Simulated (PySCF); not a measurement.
Species: C2H7O2PSi.
Numbering: `[CH3:1][C:2](=[O:3])[O:4][SiH2:5][PH2:6]` (hydrogens: H7, H8, H9 on C1; H10, H11 on Si5; H12, H13 on P6)

Level of theory: PBE0-D3(BJ)/def2-SVP geometry optimisation, gas phase in PySCF 2.14.0.

Task: What internal coordinates does the optimisation give?

Result: 
```json
{"bond": "C1–C2", "length (Å)": "1.497"}
{"bond": "C2=O3", "length (Å)": "1.206"}
{"bond": "C2–O4", "length (Å)": "1.341"}
{"bond": "O4–Si5", "length (Å)": "1.721"}
{"bond": "Si5–P6", "length (Å)": "2.254"}
{"bond": "C1–H7, C1–H8, C1–H9", "length (Å)": "1.098"}
{"bond": "Si5–H10, Si5–H11", "length (Å)": "1.488"}
{"bond": "P6–H12, P6–H13", "length (Å)": "1.430"}
```

Bonds in one row agree within 0.01 Å and their mean is given. A selection of angles:
```json
{"angle": "C2–C1–H7", "degrees": "109.7"}
{"angle": "H7–C1–H8", "degrees": "110.5"}
{"angle": "H7–C1–H9", "degrees": "107.0"}
{"angle": "H8–C1–H9", "degrees": "110.1"}
{"angle": "C1–C2–O3", "degrees": "125.7"}
{"angle": "C1–C2–O4", "degrees": "112.9"}
{"angle": "O3–C2–O4", "degrees": "121.5"}
{"angle": "C2–O4–Si5", "degrees": "116.4"}
{"angle": "O4–Si5–P6", "degrees": "102.2"}
{"angle": "O4–Si5–H10", "degrees": "109.3"}
{"angle": "P6–Si5–H10", "degrees": "114.2"}
{"angle": "P6–Si5–H11", "degrees": "108.6"}
{"angle": "H10–Si5–H11", "degrees": "111.7"}
{"angle": "Si5–P6–H12", "degrees": "93.9"}
{"angle": "Si5–P6–H13", "degrees": "91.9"}
{"angle": "H12–P6–H13", "degrees": "93.4"}
```

Torsions: C1–C2–O4–Si5 180° (antiperiplanar); C2–O4–Si5–P6 -177° (antiperiplanar). The mirror-image conformer, all signs reversed, is as good.

The C–O distances run from 1.206 Å (C2=O3, drawn double) to 1.341 Å (C2–O4, drawn single), a spread of 0.135 Å. O4 (oxygen singly bound to a carbonyl carbon) is bent (angle 116.4°). Si5 (oxygen-bound silicon) is distorted tetrahedral (angles from 102.2° to 114.2°). P6 (three-coordinate phosphorus) is pyramidal (angles 93.9°, 93.4° and 91.9°, sum 279.2°, 0.87 Å off the plane of its three neighbours).

Not checked by PBE0-D3(BJ)/def2-SVP frequencies. The numbers are those of one conformer (C1–C2–O4–Si5 180°, C2–O4–Si5–P6 -177°, O4–Si5–P6–H -81° and -174°).

Time: 46 s; peak memory 0.52 GiB. Hardware: one thread of an Arm Neoverse V2, on a shared host. This is the geometry optimisation.
